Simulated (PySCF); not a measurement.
# `C=C(/C=C/C)CC`, C₇H₁₂

Geometry:
```
atom   x (Å)   y (Å)   z (Å)
  C1  -0.213   1.823  -1.566
  C2  -0.133   0.673  -0.896
  C3   0.911   0.483   0.100
  C4   1.137  -0.611   0.824
  C5   2.232  -0.735   1.827
  C6  -1.137  -0.423  -1.136
  C7  -2.217  -0.423  -0.052
  H8  -0.972   1.995  -2.311
  H9   0.477   2.632  -1.396
 H10   1.561   1.338   0.239
 H11   0.517  -1.491   0.716
 H12   1.819  -0.941   2.816
 H13   2.824   0.176   1.878
 H14   2.888  -1.567   1.570
 H15  -0.638  -1.393  -1.159
 H16  -1.611  -0.267  -2.107
 H17  -1.776  -0.576   0.930
 H18  -2.739   0.531  -0.046
 H19  -2.940  -1.214  -0.238
```

Method used: PySCF, quadratic response PBE0/def2-SVPD first hyperpolarisability, Taylor convention, gas phase. Geometry: GFN2-xTB.

Question: Give the tensor of the second harmonic β(−2ω;ω,ω) at 1064 nm in the axes of these coordinates.

Answer: In au, Taylor convention; rows are the first index (the induced dipole):
```
      xx     yy     zz     xy     xz     yz
x  +44.1   +4.0  +30.6  -27.0  +13.7  -13.4
y  -28.7  -37.6  -37.1   +4.7  -14.4  +28.0
z  +15.7  +26.6  +60.8  -14.0  +30.2  -35.1
```
Norm of βᵢ = ⅓ Σⱼ (βᵢⱼⱼ + βⱼᵢⱼ + βⱼⱼᵢ): 164.2 au, hyper-Rayleigh value 63.1 au.
